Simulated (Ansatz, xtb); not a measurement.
C3H10OSi: 9 structures ranked

9 gas-phase structures of C3H10OSi, found in a search over its isomers (lower ones may exist). Each was relaxed with GFN2-xTB; where two conformers were screened, the lower at r2SCAN-D4/def2-SVP is listed:

A. `CC[SiH2]OC`, a singlet
B. `CC(C)O[SiH3]`, a singlet
C. `CC[Si@H](C)O`, a singlet
D. `CC(C)[SiH2]O`, a singlet
E. `CCC[SiH2]O`, a singlet
F. `CO[SiH](C)C`, a singlet
G. `CCCO[SiH3]`, a singlet
H. `CCO[SiH2]C`, a singlet
I. `C[Si](C)(C)O`, a singlet

Question: Which do you expect lowest at r2SCAN-D4/def2-SVP, and how would the others follow?

Answer: Calculated order at r2SCAN-D4/def2-SVP: I (0.0), C (13.2), F (21.4), E (24.6), D (25.5), H (28.5), A (34.5), B (36.8), G (40.0) kcal/mol. Less than 1 kcal/mol parts E and D, so the order within that pair means little.

Energies above the lowest of each column, in kcal/mol; the last columns are at PBE0-D3(BJ)/def2-SVP geometries and were run for some of them only (a dash: not run or not comparable):

| structure | GFN2-xTB | HF/STO-3G | r2SCAN-D4/def2-SVP | PBE0-D3(BJ)/def2-SVP | CCSD(T)/def2-SVP + ΔMP2/def2-TZVPP |
| --- | --- | --- | --- | --- | --- |
| I | 20.3 | 0.0 | 0.0 | 0.0 | 0.0 |
| C | 15.6 | 14.1 | 13.2 | 12.3 | 13.5 |
| F | 18.7 | 11.0 | 21.4 | – | – |
| E | 8.9 | 25.4 | 24.6 | – | – |
| D | 9.4 | 27.2 | 25.5 | – | – |
| H | 9.6 | 20.2 | 28.5 | – | – |
| A | 13.7 | 24.3 | 34.5 | – | – |
| B | 0.0 | 31.4 | 36.8 | – | – |
| G | 3.5 | 32.4 | 40.0 | – | – |

CCSD(T)/def2-SVP + ΔMP2/def2-TZVPP puts I lowest of those it was run on; GFN2-xTB picks B. Flexible structures stand in one conformer each, not always the lowest. Frequencies (PBE0-D3(BJ)/def2-SVP) were run for C, I alone. ΔMP2 is the change of the MP2 energy from the smaller to the larger basis.

Over these structures GFN2-xTB departs from r2SCAN-D4/def2-SVP by 13.7 kcal/mol on average once a common shift is removed. A GFN2-xTB relaxation took about 0.39 s and the r2SCAN-D4/def2-SVP energy about 4.5 s on a shared host (Ansatz 0.2.0, xtb 6.7.1).
